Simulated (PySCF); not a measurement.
Compound: C9H9 (doublet state).
Cartesian coordinates in Å at the GFN2-xTB level; atoms count from 1:
```
atom  x, y, z in Å
C1    -0.9072    3.2427   -0.2572
C2    -0.8726    2.1055    0.1133
C3    -0.8049    0.7087    0.5272
C4     0.5275    0.2092    0.2672
C5     1.6831   -0.1457    0.0335
C6     2.8892   -0.5940   -0.2050
C7     4.1131   -0.9613   -0.4195
C8    -1.8812   -0.1201   -0.2095
C9    -1.8979   -1.5648    0.2716
H10   -0.9449    4.2443   -0.5666
H11   -0.9949    0.6549    1.6096
H12    4.3699   -1.9637   -0.7400
H13    4.9525   -0.2872   -0.2917
H14   -2.8548    0.3445   -0.0356
H15   -1.6776   -0.0880   -1.2821
H16   -2.1307   -1.6148    1.3340
H17   -0.9272   -2.0302    0.1093
H18   -2.6502   -2.1337   -0.2701
```

The hyperfine couplings belong to this conformer and change with its torsions.

The species is `C#C[C@H](C#C[C]=C)CC` [radical].

Computed, not measured: UKS B3LYP, pcH-1 on C H, non-relativistic, mean-field spin-orbit, GIAO in PySCF 2.14.0. Isolated species at its GFN2-xTB geometry (one conformer only). The geometry wasn't refined by DFT: couplings that depend on bond lengths, twists or pyramidal angles can differ widely from those at the functional's own minimum. No stability test was run, so a lower SCF solution isn't excluded. ⟨S²⟩ is 0.776 where a pure state has 0.75.

Task: Give the principal g shifts and their parts.

Result: 
```json
{"Δg (ppm)": "relativistic mass correction", "1": "-150", "2": "-150", "3": "-150"}
{"Δg (ppm)": "gauge correction", "1": "39", "2": "0", "3": "37"}
{"Δg (ppm)": "orbital Zeeman/spin–orbit", "1": "-1181", "2": "-10", "3": "692"}
{"Δg (ppm)": "total", "1": "-1292", "2": "-161", "3": "579"}
```

So g = 2.00103, 2.00216, 2.00290 and g_iso = 2.00203; the tensor is rhombic: the two nearest values differ by 40 % of g3 − g1. Axes: g1 points within 1° of the C5–C6 bond.

Task: Average each term over the three axes. Which is largest in size?

Result: The orbital-Zeeman/spin–orbit term -166, the mass correction -150 and the gauge correction 25 ppm, for a total of -291 ppm. The mass correction is the same along every axis, so the anisotropy comes from the other two: their spans along these axes are 40 (gauge) and 1873 ppm (orbital Zeeman/spin–orbit).

Task: What effective moment and Curie constant follow for a powder?

Result: With the mean of g² = 4.0081 and S(S+1) = 0.75: μ_eff = √(⟨g²⟩S(S+1)) = 1.734 μB and χT = 0.12505·⟨g²⟩·S(S+1) = 0.376 cm³ K/mol (cgs; spin-Hamiltonian part alone).

Task: In a frozen sample, at which fields do the three g values resonate at 9.5, 34, 94 and 263 GHz (hyperfine left aside), and which band first spreads them over more than twice a line width of 1.0 mT?

Result: 
```csv
band,GHz,B(g3) mT,B(g2) mT,B(g1) mT,spread mT
X,9.5,338.89,339.01,339.20,0.32
Q,34.0,1212.85,1213.30,1213.99,1.13
W,94.0,3353.18,3354.42,3356.32,3.14
J,263.0,9381.78,9385.25,9390.55,8.77
```

The spread grows in proportion to the frequency. W band is the first where it exceeds 2.0 mT.

The largest Mulliken spin populations are on C6 (+0.70), C4 (+0.60), C5 (-0.27) and C7 (-0.17).

The HOMO–LUMO gaps are 4.01 eV among the α and 4.41 eV among the β orbitals.
